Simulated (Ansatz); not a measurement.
C$_{8}$H$_{7}$ClO, SMILES `Cc1ccc(C(=O)Cl)cc1`, relaxed with RKS PBE0-D4/def2-TZVP in Ansatz from a PBE-D4/def2-SVP geometry. The force threshold is 0.005 eV/Å; the program also tests the step.

The species carries charge 0 and has multiplicity 1.

Start:

```xyz
17

C     1.775   -0.304    2.104
C     0.805   -0.119    0.968
C     0.997    0.900    0.009
C     0.117    1.057   -1.063
C    -0.993    0.193   -1.206
C    -1.877    0.429   -2.373
O    -1.738    1.283   -3.206
Cl   -3.291   -0.720   -2.497
C    -1.197   -0.826   -0.253
C    -0.308   -0.974    0.816
H     2.596   -0.992    1.808
H     1.285   -0.747    2.994
H     2.246    0.653    2.402
H     1.856    1.583    0.111
H     0.267    1.850   -1.810
H    -2.061   -1.495   -0.361
H    -0.480   -1.771    1.556
```

(1) By how much does the energy fall, and how many steps does the optimiser take? (Estimate.)

(2) Which bonds change most? (Estimate.)

(3) Give the relaxed structure. (An estimate is asked.)

Answers

(1) Ansatz gave: 0.11 eV, in 44 steps, 5 of them rejected.

(2) Computed: C6–Cl8 from 1.826 to 1.791 Å; C2–C10 from 1.411 to 1.391 Å; C5–C9 from 1.409 to 1.390 Å; C3–C4 from 1.396 to 1.378 Å.

(3) Computed: 
```xyz
17

C     1.757   -0.301    2.084
C     0.795   -0.125    0.952
C     1.006    0.861   -0.012
C     0.136    1.019   -1.069
C    -0.979    0.187   -1.190
C    -1.860    0.422   -2.346
O    -1.707    1.251   -3.180
Cl   -3.274   -0.670   -2.458
C    -1.201   -0.798   -0.234
C    -0.321   -0.946    0.823
H     2.687   -0.757    1.731
H     1.345   -0.943    2.863
H     2.019    0.660    2.532
H     1.868    1.515    0.074
H     0.299    1.785   -1.816
H    -2.065   -1.444   -0.318
H    -0.505   -1.716    1.565
```
